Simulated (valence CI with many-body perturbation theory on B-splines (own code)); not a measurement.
Hf⁴¹⁺: calculated level list

Method: configuration interaction combined with many-body perturbation theory (CI+MBPT): three valence electrons over a frozen Dirac-Fock core [Ar] 3d10, a basis of 9 s, 9 p, 8 d, 6 f, 3 g, 1 h functions for each j, with the one-electron correlation potential Σ1 (screened to all orders), the two-electron term Σ2, the three-electron term Σ3, Breit, model QED; selected single and double excitations, second order for the rest, scaled by the run's own slope (own B-spline code, finite nucleus).

No measured spectrum was set against this ion. As an estimate, large intervals hold to a few tenths of a per cent, small ones and those within an open d or f shell to about a per cent.

Levels 1 to 38 of 38, with energies above the lowest level, (4s^2 4p1/2) J=1/2. "Leading %" is the weight of the configuration and term that name the level; weights of strongly mixed levels are sums over their largest components and can fall short. In the jj column 3d3/2^4 stands for four electrons in 3d with j = 3/2.

```tsv
No.	Configuration	Term	J	E (Ry)	Leading %	Second component	g	Leading jj
1	4s2 4p	2P°	1/2	0.000	99		0.660	4s^2 4p1/2 (99 %)
2	4s2 4p	2P°	3/2	6.232	99		1.330	4s^2 4p3/2 (99 %)
3	4s 4p2	4P	1/2	6.738	59	28 % 4s 4p2 2S	2.211	4s 4p1/2^2 (97 %)
4	4s 4p2	4P	3/2	12.057	91	6 % 4s 4p2 2D	1.661	4s 4p1/2 4p3/2 (99 %)
5	4s 4p2	2D	5/2	12.643	57	42 % 4s 4p2 4P	1.363	4s 4p1/2 4p3/2 (98 %)
6	4s 4p2	2D	3/2	13.481	64	29 % 4s 4p2 2P	0.972	4s 4p1/2 4p3/2 (94 %)
7	4s 4p2	2P	1/2	13.672	71	26 % 4s 4p2 4P	1.226	4s 4p1/2 4p3/2 (96 %)
8	4s2 4d	2D	3/2	17.501	92	6 % 4s 4p2 2P	0.829	4s^2 4d3/2 (92 %)
9	4s2 4d	2D	5/2	18.153	43	38 % 4s 4p2 4P	1.349	4s 4p3/2^2 (57 %)
10	4s2 4d	2D	5/2	19.335	55	24 % 4s 4p2 2D	1.276	4s^2 4d5/2 (55 %)
11	4s 4p2	2S	1/2	19.904	69	16 % 4s 4p2 2P	1.886	4s 4p3/2^2 (98 %)
12	4s 4p2	2P	3/2	20.177	62	28 % 4s 4p2 2D	1.188	4s 4p3/2^2 (95 %)
13	4p3	2P°	3/2	20.260	45	27 % 4p3 2D°	1.326	4p1/2^2 4p3/2 (94 %)
14	4s 4p 4d	4F°	3/2	22.821	80	15 % 4s 4p 4d 2D°	0.499	4s 4p1/2 4d3/2 (98 %)
15	4s 4p 4d	4F°	5/2	23.294	50	22 % 4s 4p 4d 2F°	1.045	4s 4p1/2 4d3/2 (93 %)
16	4s 4p 4d	4D°	1/2	24.228	62	30 % 4s 4p 4d 2P°	0.387	4s 4p1/2 4d3/2 (97 %)
17	4s 4p 4d	4D°	3/2	24.284	39	23 % 4s 4p 4d 4P°	1.310	4s 4p1/2 4d3/2 (88 %)
18	4s 4p 4d	4P°	5/2	24.684	35	27 % 4s 4p 4d 4D°	1.335	4s 4p1/2 4d5/2 (95 %)
19	4s 4p 4d	4F°	7/2	25.043	50	26 % 4s 4p 4d 2F°	1.250	4s 4p1/2 4d5/2 (95 %)
20	4s 4p 4d	2D°	3/2	25.251	29	26 % 4p3 4S°	1.258	4s 4p1/2 4d5/2 (59 %)
21	4s 4p 4d	2F°	5/2	25.338	29	18 % 4s 4p 4d 2D°	1.136	4s 4p1/2 4d5/2 (80 %)
22	4p3	2D°	5/2	26.630	70	28 % 4s 4p 4d 2F°	1.100	4p1/2 4p3/2^2 (70 %)
23	4p3	2D°	3/2	26.763	35	27 % 4p3 4S°	1.246	4p1/2 4p3/2^2 (61 %)
24	4p3	2P°	1/2	26.898	94	5 % 4s 4p 4d 2P°	0.660	4p1/2 4p3/2^2 (94 %)
25	4s 4p 4d	4D°	5/2	29.620	46	21 % 4s 4p 4d 4F°	1.220	4s 4p3/2 4d3/2 (91 %)
26	4s 4p 4d	4D°	3/2	29.651	42	39 % 4s 4p 4d 4P°	1.336	4s 4p3/2 4d3/2 (98 %)
27	4s 4p 4d	4P°	1/2	29.654	87	12 % 4s 4p 4d 4D°	2.320	4s 4p3/2 4d3/2 (98 %)
28	4s 4p 4d	4F°	7/2	29.762	41	27 % 4s 4p 4d 4D°	1.255	4s 4p3/2 4d3/2 (76 %)
29	4s2 4f	2F°	5/2	30.046	61	21 % 4s 4p 4d 2F°	0.918	4s^2 4f5/2 (61 %)
30	4s 4p 4d	4F°	9/2	30.215	100		1.330	4s 4p3/2 4d5/2 (100 %)
31	4s 4p 4d	2D°	3/2	30.585	64	24 % 4s 4p 4d 4P°	0.997	4s 4p3/2 4d3/2 (66 %)
32	4s2 4f	2F°	7/2	30.671	66	24 % 4s 4p 4d 4D°	1.208	4s^2 4f7/2 (66 %)
33	4p2 4d	2D	3/2	30.776	38	37 % 4p2 4d 4F	0.767	4p1/2^2 4d3/2 (98 %)
34	4s 4p 4d	2D°	5/2	31.035	46	38 % 4s 4p 4d 4P°	1.348	4s 4p3/2 4d5/2 (98 %)
35	4s 4p 4d	2P°	3/2	31.180	34	23 % 4s 4p 4d 2D°	1.207	4s 4p3/2 4d5/2 (50 %)
36	4s 4p 4d	2P°	1/2	31.255	74	20 % 4s 4p 4d 4D°	0.589	4s 4p3/2 4d3/2 (91 %)
37	4s 4p 4d	2F°	7/2	31.552	85	10 % 4s 4p 4d 4D°	1.173	4s 4p3/2 4d5/2 (84 %)
38	4s 4p 4d	2F°	5/2	31.772	36	29 % 4s2 4f 2F°	0.960	4s 4p3/2 4d3/2 (61 %)
```

The ionisation energy to 4s2 1S_0 of the next ion comes out as 2022.9 eV (NIST: 2022 ± 4 eV (theoretical)). All 38 levels together are meant to be complete up to 31.808 Ry.
